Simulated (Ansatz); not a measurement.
Computed with Ansatz on PBE0-D4/def2-TZVP structures; ΔE is electronic, products minus reactants. CCSD(T)/CBS adds triple-zeta CCSD(T) − MP2 to the extrapolated MP2 energy (def2 sets, frozen cores). This one scheme is used for every species. DFT in def2-TZVPP. Each species was taken in one conformer, which may not be the lowest.

Reaction (formal hydrolysis of the Si–Si bond): `O[Si@H](F)[Si@H](O)F` + H₂O → `O[SiH](O)F` + `O[SiH2]F`

CCSD(T)/CBS gives -150.9 kJ/mol.

(1) Another level gave -121.8 kJ/mol. Which?
A. RPA@PBE/def2-TZVPP
B. revPBE-D4/def2-TZVPP
C. HF/def2-TZVPP
D. PBE0/def2-TZVPP

Largest T1 diagnostic among the species: 0.013.

## Answers

(1) B. revPBE-D4 -121.8, HF/def2-TZVPP -180.1, RPA@PBE/def2-TZVPP -152.2, PBE0 -139.3 kJ/mol.

From PBE to PBE0 (25 % exact exchange), in def2-TZVPP and without D4, ΔE moves by −11.2 kJ/mol. The D4 term adds +7.4 kJ/mol with B3LYP and +4.4 kJ/mol with PBE0; it sums over pairs of atoms, weighted by their polarisabilities, and B3LYP, whose exchange is more repulsive, gets the larger term. At CCSD(T), def2-SVP lies −3.7 kJ/mol from the extrapolated value and def2-TZVPP −4.3 kJ/mol.

B3LYP here is the variant with VWN-RPA as its local correlation; programs differ in this.
